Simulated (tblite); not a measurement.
Species: C₅H₁₀Si.
Structure used (GFN2-xTB), in Å, numbered top down from 1:
```xyz
16
C5H10Si angstrom
C      2.530   -0.027   -0.475
C      1.369    0.104    0.507
C      0.105    0.414   -0.169
C     -0.617    0.645   -1.219
C     -1.367    0.656    0.101
Si    -2.516   -0.745    0.614
H      3.452   -0.256    0.055
H      2.667    0.900   -1.027
H      2.333   -0.824   -1.189
H      1.580    0.892    1.238
H      1.241   -0.829    1.067
H     -0.731    0.774   -2.266
H     -1.623    1.642    0.498
H     -2.497   -0.876    2.074
H     -3.886   -0.469    0.174
H     -2.045   -1.992    0.007
```

Level: GFN2-xTB in tblite, geometry and Hessian alike; calculated harmonic values, unscaled, isolated species. Against measured fundamentals such values can be off by several per cent, at times by over 20. Modes of hydrogen on silicon can be 10 to 20 % off. One conformer, not necessarily the lowest.

Harmonic wavenumbers (cm⁻¹): 44.2, 58.3, 108.0, 181.5, 209.1, 263.8, 347.3, 421.2, 540.5, 565.8, 650.6, 724.2, 736.4, 790.3, 791.6, 801.4, 805.9, 922.3, 970.2, 1016.6, 1071.4, 1076.1, 1090.2, 1180.3, 1227.9, 1295.5, 1325.8, 1409.7, 1457.7, 1495.5, 1502.9, 1900.5, 2235.5, 2247.7, 2251.8, 2895.5, 2923.8, 2946.4, 3035.0, 3040.6, 3045.4, 3236.2.

A = 6809, B = 1351, C = 1236 MHz; mass 98.055 u (most abundant isotopes); point group C1, symmetry number 1.

Problem. What is the zero-point energy?

Solution. Half the sum of the wavenumbers: 27420 cm⁻¹ = 328.02 kJ/mol.

Problem. Give the ideal-gas entropy at 400 K and 1 bar in the rigid-rotor, harmonic-oscillator model (classical rotation).

Solution. Translation 172.15, rotation 119.72, vibration 138.02: S = 429.9 J/(mol K).

Problem. And Cp and H(400 K) − H(0)?

Solution. Cp = 171.91 J/(mol K), of which vibrations give 138.65 (their classical limit is 42 R = 349.2); H(400 K) − H(0) = 41.35 kJ/mol without the zero-point energy, 28.04 from vibrations.

Problem. Blend soft modes into free rotors: weight 1/[1 + (100 cm⁻¹/ν̃)⁴] for the oscillator and the rest for a rotor with moment μB/(μ + B), μ = h/(8π²ν), B = 10⁻⁴⁴ kg m². What vibrational entropy results?

Solution. 124.37 J/(mol K) in place of 138.02, which changes −T·S at 400 K by +5.46 kJ/mol.

Problem. What must be added to the electronic energy to get the Gibbs energy at 400 K and 1 bar?

Solution. ZPE + [H(400 K) − H(0)] − T·S = 328.02 + 41.35 − 171.96 = 197.41 kJ/mol.

Problem. How do the functions run with temperature in this model?

Solution. 
| T (K) | S (J/(mol K)) | Cp (J/(mol K)) | H − H(0) (kJ/mol) | G − H(0) (kJ/mol) | ln q(vib) |
| --- | --- | --- | --- | --- | --- |
| 150 | 310.4 | 85.7 | 9.12 | -37.44 | 2.84 |
| 250 | 362.0 | 120.0 | 19.36 | -71.13 | 5.00 |
| 298.15 | 384.6 | 137.4 | 25.55 | -89.11 | 6.02 |
| 600 | 510.2 | 224.6 | 81.32 | -224.81 | 12.34 |
| 900 | 611.9 | 276.2 | 157.06 | -393.63 | 18.25 |

q(vib) and H(0) count from the zero-point level.

Hindered rotation and anharmonicity are outside this model. Other conformers, if any are populated, would add a mixing term that is left out. The structure is chiral; the term R ln 2 for an equal mix with its mirror image is left out.
